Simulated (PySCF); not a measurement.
CH3FOSe, SMILES CO[Se]F. Geometry: PBE0-D3(BJ)/def2-SVP. The values are those of a single conformer.

The numbers are results of PBE0-D3(BJ)/def2-SVP in PySCF, not measurements.

Harmonic wavenumbers (cm⁻¹): 112, 120, 282, 337, 650, 675, 1086, 1166, 1183, 1442, 1455, 1477, 3041, 3142, 3170. Rotational constants (GHz): 8.985, 3.605, 2.815; symmetry number 1.

Problem. Work out the zero-point energy and the ideal-gas rigid-rotor harmonic-oscillator thermochemistry at 298.15 K and 1 atm.

Solution. ZPE = ½ Σ hcν = ½ × 19339 cm⁻¹ = 27.65 kcal/mol. H − E(el) = 31.63 kcal/mol. Entropy in cal/(mol K): translation 40.48, rotation 25.67, vibration 9.99, total 76.14. G − E(el) = 8.93 kcal/mol. Cp = 17.93 cal/(mol K). Modes under 150 cm⁻¹ make the vibrational entropy uncertain.
